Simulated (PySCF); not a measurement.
Compound: C2H9GeNS.
Numbering: `[CH3:1][NH:2][GeH2:3][S:4][CH3:5]` (hydrogens: H6, H7, H8 on C1; H9 on N2; H10, H11 on Ge3; H12, H13, H14 on C5)

Theory: PBE0-D3(BJ)/def2-SVP geometry optimisation, gas phase (PySCF).

Question: What internal coordinates does the optimisation give?

Answer: 
```csv
bond,length (bohr),order
C1–N2,2.728,single
N2–Ge3,3.454,single
Ge3–S4,4.193,single
S4–C5,3.443,single
"C1–H6, C1–H7, C1–H8",2.087,single
N2–H9,1.917,single
"Ge3–H10, Ge3–H11",2.916,single
"C5–H12, C5–H13, C5–H14",2.077,single
```

Bonds in one row agree within 0.02 bohr and their mean is given. Orders are formal, as drawn. A selection of angles:
```csv
angle,degrees
N2–C1–H6,109.2
N2–C1–H7,114.7
N2–C1–H8,111.0
H6–C1–H7,107.3
C1–N2–Ge3,121.7
C1–N2–H9,114.3
Ge3–N2–H9,115.4
N2–Ge3–S4,106.8
N2–Ge3–H10,115.5
N2–Ge3–H11,105.3
S4–Ge3–H10,104.1
S4–Ge3–H11,113.4
H10–Ge3–H11,111.9
Ge3–S4–C5,99.1
S4–C5–H12,110.3
S4–C5–H13,111.2
S4–C5–H14,107.3
H12–C5–H13,109.8
```

Torsions: C1–N2–Ge3–S4 65° (synclinal); N2–Ge3–S4–C5 52° (synclinal). The mirror-image conformer, all signs reversed, is as good.

Ge3 (germanium bonded to N, S and 2 H) is distorted tetrahedral (angles from 104.1° to 115.5°). N2 (nitrogen bonded to C, Ge and H) has angles 121.7°, 115.4° and 114.3°, sum 351.4°, 0.23 Å off the plane of its three neighbours. Of the pairs four or more bonds apart, N2···H12 is among the closest relative to their van der Waals radii: 2.72 Å, 99 % of the sum of Bondi's values. S4 (sulfur bonded to C and Ge) is bent (angle 99.1°).

Point group: C1 (no symmetry element, even within 0.4 Å). Not checked by PBE0-D3(BJ)/def2-SVP frequencies. One conformer, not necessarily the lowest.

On Arm Neoverse V1, one thread, shared host with 32 logical CPUs at a one-minute load of 25, this took 67 s wall and 0.53 GiB of memory at its peak. That covers the optimisation of the geometry.
